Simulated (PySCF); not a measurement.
# Unknown compound

Molecular formula: C7H9NOSi. Simulated spectra:

¹H NMR (500 MHz, computed): δ 6.26 (q, 1H), 5.07 (s, 2H), 2.14 (d, 3H), 2.13 (s, 3H).

¹³C{¹H} NMR (computed): δ 135.3 (CH), 131.9 (C), 118.3 (C), 116.1 (C), 83.1 (C), 17.4 (CH3), 6.0 (CH3).

[PySCF: shieldings: GIAO PBE0/pcSseg-1; GFN2-xTB structure; a single conformation; non-relativistic Hamiltonian; no solvent model; fast rotation and ring inversion assumed for equivalent nuclei]

Referencing at the same level of theory: TMS for ¹H (σref 31.72), ¹³C (σref 186.93).

Question: Which of these isomers gave the spectra?
A. C#C[SiH2]OCn1cccc1
B. C=C1C=C(C(=O)[SiH2]N)C1=C
C. CC#C[SiH2]O/C(C#N)=C/C
D. C=C[Si@H]1C=CC(NC=O)=C1

Answer: C. 

1. The formula gives 5 degrees of unsaturation (no ring in the answer).
2. 7 carbon signals for 7 carbons: no two carbons are equivalent.
3. Carbon types of the structure: 4 × C, 1 × CH, 2 × CH3, leaving 2 H on heteroatoms.
4. δC 135.3: β carbon of an enol-ether or enamine type C=C.
5. δC 131.9: alkene carbon bearing oxygen; an sp2 carbon of a C=C bond.
6. δC 118.3: nitrile carbon; C≡N carbons fall here, among the sp2 signals but without a proton.
7. δC 116.1, 83.1: alkyne carbon.
8. δH 6.26: hydrogen on a β carbon of an enol-ether or enamine type C=C; attached to an sp2 carbon and in the plane of the double bond.

The others: C#C[SiH2]OCn1cccc1 would give 5 carbon signals, not 7; C=C1C=C(C(=O)[SiH2]N)C1=C would give 6 signals for carbon-bound and other non-exchanging H, not 4; C=C[Si@H]1C=CC(NC=O)=C1 would give 8 signals for carbon-bound and other non-exchanging H, not 4.

Shifts are as computed. Against solution values, carbons near 30 ppm lie about +3 ppm off and those near 130 ppm about +5 ppm. Of 1309 compounds with measured shifts, 239 miss one by over three times the rms of a fit or turn the order of signals round; such compounds aren't used in these exercises. No couplings were computed; multiplicities are counted from neighbouring protons, with m where these are inequivalent, close in shift, in a saturated or five-membered ring or joined by F or P, and br s for small geminal =CH2 splittings.
